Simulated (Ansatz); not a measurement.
The cluster Sn2H4⁺, relaxed as a doublet with UKS B3LYP-D4/def2-TZVP in Ansatz, starting from the GFN2-xTB geometry. Force threshold 0.02 eV/Å.

In the def2 sets Sn takes a core potential; there is no spin–orbit coupling. The relaxation made no stability test and no search for a lower SCF solution. The structure comes from a short search, and lower isomers may exist.

Start:

```tsv
atom	x (Å)	y (Å)	z (Å)
Sn1	0.759	0.286	-1.400
Sn2	-0.530	-0.242	1.391
H3	0.101	-0.448	3.129
H4	1.749	0.766	-2.899
H5	-1.966	0.811	1.921
H6	-0.113	-1.173	-2.143
```

```tsv
step	energy (eV)	largest force component (eV/Å)	SCF passes
1	-11722.6052	1.466	18
2	-11722.8849	1.142	26
3	-11723.1603	0.301	26
4	-11723.3081	0.412	24
5	-11723.4357	0.421	23
6	-11723.5381	0.312	20
7	-11723.6396	0.263	23
8	-11723.7131	0.305	23
9	-11723.7524	0.859	25
10	-11723.7959	0.468	21
11	-11723.8241	0.103	21
12 (rejected)	-11723.8096	0.240	20
13	-11723.8298	0.037	21
14	-11723.8300	0.013	21
```

Force components are those of the run's own axes.

End:

| atom | x (Å) | y (Å) | z (Å) |
| --- | --- | --- | --- |
| Sn1 | 0.399 | 0.071 | -1.301 |
| Sn2 | -0.399 | -0.072 | 1.301 |
| H3 | 0.663 | 0.459 | 2.515 |
| H4 | 2.064 | 0.066 | -1.634 |
| H5 | -2.065 | -0.061 | 1.636 |
| H6 | -0.662 | -0.462 | -2.516 |

By distances, no bond broke or formed. The bond that changes most is Sn1–Sn2, from 3.12 to 2.72 Å (atoms count from 1). The end is the same structure that another start reached, the lowest one found.

No frequencies were taken in this run, so the end may be a saddle point.

Run time 21 s (4 threads of Arm Neoverse V2 on a shared host).
